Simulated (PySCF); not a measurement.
# A survey of 19F NMR shifts

No relativistic terms, single conformer, no solvent model, fast rotation and ring inversion assumed for equivalent nuclei. GFN2-xTB structure; PBE0/pcSseg-1 with gauge-including orbitals; PySCF 2.14.

Shieldings were converted by a linear fit to measured shifts: 19F: δ = 146.13 − 0.903σ +14.6 on sp3 carbon (rms 6.0 ppm, 223 shifts, 7.0 ppm with the 5 outliers that the fit left out vs CFCl3, solution or neat liquid). A few per cent of atoms miss by over 2 rms, more outside the fitted compound classes.

Problem. Give the 19F shifts of `CC(F)F`.

Solution. 
| compound | environment | δ (ppm) |
| --- | --- | --- |
| CC(F)F | fluorine of a CF2 group (×2) | -111.8 |

Problem. Order these by 19F shift, lowest first.
A. O=C(O)/C=C/F
B. O=CC1(F)CCOCC1
C. CC(F)F
D. N[Si@]([SiH3])(P)C(F)(F)F
E. CC/C(=C\C(=O)F)OC

Solution. B (-149.7 ppm, fluorine on an sp3 carbon), C (-111.8 ppm, fluorine of a CF2 group), A (-97.9 ppm, vinylic fluorine), D (-64.1 ppm, fluorine of a CF3 group), E (13.2 ppm, fluorine bonded to C).
